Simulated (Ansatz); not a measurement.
Isolated molecules relaxed with PBE0-D4/def2-TZVP in Ansatz; ΔE leaves out vibrations. CCSD(T)/CBS adds triple-zeta CCSD(T) − MP2 to the extrapolated MP2 energy (def2 sets, frozen cores). DFT in def2-TZVPP. B3LYP here is the variant with VWN-RPA as its local correlation; programs differ in this. One conformer a species, not always the lowest.

Reaction (redistribution): `N[Si@H](Cl)[Si@@H](N)F` + `COBCN` → `CO[Si@@H](N)[Si@H](N)F` + `NCBCl`

`N[Si@H](Cl)[Si@@H](N)F`:

```xyz
12

N     0.511   -1.919    0.252
Si    0.697   -0.438    1.064
F     2.201   -0.096    1.518
Si    0.012    1.187   -0.472
N    -1.689    1.175   -0.571
Cl    0.983    0.636   -2.243
H     0.816   -2.017   -0.704
H     0.496   -2.802    0.736
H    -0.091   -0.515    2.318
H     0.435    2.585   -0.224
H    -2.187    0.300   -0.613
H    -2.184    1.904   -1.060
```

`COBCN`:

```xyz
13

C    -2.405    0.310    0.423
O    -1.239    0.166   -0.358
B    -0.024   -0.017    0.189
C     1.224   -0.111   -0.757
N     2.387   -0.695   -0.098
H    -2.859    1.280    0.209
H    -3.114   -0.475    0.153
H    -2.179    0.243    1.491
H     0.080   -0.068    1.392
H     1.393    0.909   -1.156
H     0.958   -0.716   -1.631
H     3.225   -0.577   -0.652
H     2.553   -0.248    0.794
```

`CO[Si@@H](N)[Si@H](N)F`:

Cartesian coordinates in Å:
```
C -0.398 1.908 -0.844
O -0.528 1.477 0.490
Si -0.812 -0.106 0.884
N -2.175 -0.833 0.156
Si 1.032 -1.387 0.200
N 2.434 -0.453 0.423
F 0.749 -1.784 -1.347
H -0.139 2.969 -0.839
H 0.391 1.362 -1.378
H -1.333 1.780 -1.400
H -1.018 -0.047 2.351
H -3.125 -0.615 0.409
H -2.113 -1.303 -0.732
H 1.250 -2.693 0.872
H 2.418 0.552 0.364
H 3.367 -0.826 0.392
```

`NCBCl`:

```xyz
9

N     0.679   -0.339   -1.115
C     0.414    0.326    0.139
B    -1.033    0.278    0.688
Cl   -2.237   -0.791    0.005
H     0.172   -1.210   -1.187
H     1.662   -0.532   -1.243
H     1.006   -0.049    1.003
H     0.699    1.387    0.078
H    -1.362    0.930    1.630
```

| level | ΔE (kJ/mol) | difference from CCSD(T)/CBS |
| --- | --- | --- |
| PBE-D4 | 52.2 | 0.7 |
| PBE0-D4 | 52.8 | 1.3 |
| B3LYP-D4 | 51.5 | 0.0 |
| ωB97X-V | 50.8 | -0.7 |
| B2PLYP | 53.5 | 2.0 |
| PBE | 55.4 | 3.9 |
| r2SCAN | 51.1 | -0.4 |
| B3LYP | 56.4 | 4.9 |
| MP2/def2-TZVPP | 49.0 | -2.5 |
| SCS-MP2/def2-TZVPP | 50.6 | -0.9 |
| CCSD/def2-TZVPP | 51.1 | -0.4 |
| HF/def2-QZVPP | 57.3 | 5.8 |
| MP2/def2-QZVPP | 49.8 | -1.7 |
| SCS-MP2/def2-QZVPP | 51.6 | 0.1 |
| MP2/CBS(def2) | 50.4 | -1.1 |
| CCSD/CBS(def2) | 52.4 | 0.9 |
| CCSD(T)/CBS | 51.5 | 0 |

Largest T1 diagnostic among the species: 0.012.

The D4 term adds −4.9 kJ/mol with B3LYP and −2.8 kJ/mol with PBE0; it sums over pairs of atoms, weighted by their polarisabilities, and B3LYP, whose exchange is more repulsive, gets the larger term. In def2-TZVPP, CCSD(T) changes the Hartree–Fock value by −7.0 kJ/mol (the triples alone add −0.9 kJ/mol) and MP2 by −8.1 kJ/mol.
